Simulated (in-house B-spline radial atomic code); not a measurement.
Atomic self-consistent-field run: the praseodymium ion Pr⁺ (an excited or competing configuration). All numbers are computed (scalar-relativistic (X2C) LDA exchange-only, spin-polarised, spherical fractional occupations; Fermi nucleus of rms radius 4.8919 fm) with a radial B-spline atomic code at the basis-set limit, not measured.

Command:
```bash
python run_scf.py task.json out
```
Settings (nuclear radius in fm, mass in u):
```
Z                59
configuration    [Kr] 4d10 4f3 5s2 5p5 6s1 6f1
hamiltonian      x2c
method           lda,
spin_polarised   True
nucleus          fermi
rms_radius       4.8919
atomic_mass      140.90766
speed_of_light   137.035999084
```

Output (hartree, bohr):
```
 radial grid: 90 intervals, B-splines of order 8, outer radius 102 bohr

 iter        energy (Eh)    residual
    1       -9208.641710    5.02e-01
    2       -9211.929811    6.46e-01
    3       -9221.886077    9.42e-02
    4       -9222.152719    2.83e-02
    5       -9222.180101    1.27e-02
    6       -9222.182092    1.74e-03
    7       -9222.182067    1.01e-03
    8       -9222.182123    1.62e-04
    9       -9222.182129    6.18e-05
   10       -9222.182128    4.04e-05
   11       -9222.182128    7.25e-06
   12       -9222.182129    7.02e-07
   13       -9222.182129    3.80e-08

 total energy                     -9222.18213
 kinetic                            9923.4889
 electron-nucleus                 -22495.3363
 Hartree                            3554.6609
 exchange-correlation               -204.9956

 orbital      occ     eigenvalue          <r>       <r^2>       <1/r>       r_max
 1s up      1.000     -1531.8807    0.0234474 0.000757116     68.6329     0.01463
 1s down    1.000     -1531.8777    0.0234474 0.000757116      68.633     0.01463
 2s up      1.000      -246.8910     0.102539    0.012469     15.7449     0.08723
 2s down    1.000      -246.8886     0.102539   0.0124687      15.745     0.08723
 2p up      3.000      -221.3856    0.0902041  0.00994755     14.2054     0.06989
 2p down    3.000      -221.3828    0.0902035  0.00994736     14.2054     0.06989
 3s up      1.000       -53.6471     0.272479   0.0849683     5.61454      0.2496
 3s down    1.000       -53.6136     0.272379   0.0849039     5.61701      0.2495
 3p up      3.000       -45.5352     0.270366   0.0848293     5.17249       0.244
 3p down    3.000       -45.5019     0.270244   0.0847501     5.17495       0.244
 3d up      5.000       -33.9627      0.24773   0.0723282     4.87319      0.2004
 3d down    5.000       -33.9360     0.247577     0.07223     4.87558      0.2003
 4s up      1.000       -11.0791     0.623459    0.439063     2.31396      0.5797
 4s down    1.000       -10.9886     0.623069    0.438478     2.31527      0.5795
 4p up      3.000        -8.4213     0.660178     0.49609     2.09961      0.6048
 4p down    3.000        -8.3292     0.659609    0.495189     2.10122      0.6045
 4d up      5.000        -4.5860     0.729078    0.617369     1.82041      0.6367
 4d down    5.000        -4.4908     0.728018    0.615571     1.82286      0.6361
 4f up      3.000        -0.5833      1.09615     1.59024     1.22236      0.6934
 5s up      1.000        -1.9646      1.48759     2.48504    0.899447       1.345
 5s down    1.000        -1.8650      1.49471     2.50927    0.894253       1.348
 5p up      3.000        -1.3023      1.71731     3.33531    0.763646       1.515
 5p down    2.000        -1.2098      1.72739      3.3724    0.757515       1.523
 6s up      1.000        -0.4702      3.60857     14.4989    0.353838       3.305
 6f up      1.000        -0.0649      13.8096     215.504   0.0988118       14.28
```

Run time, properties included: 0.6 s on 1 thread of Arm Neoverse V1, on a shared host.

One-electron X2C: radii and densities carry no picture-change correction, so inner-shell <1/r> comes out high (for 1s by about 2 % at Z = 33, 5 % at 54, 10 % at 75, 30 % at 118) and <r> low.
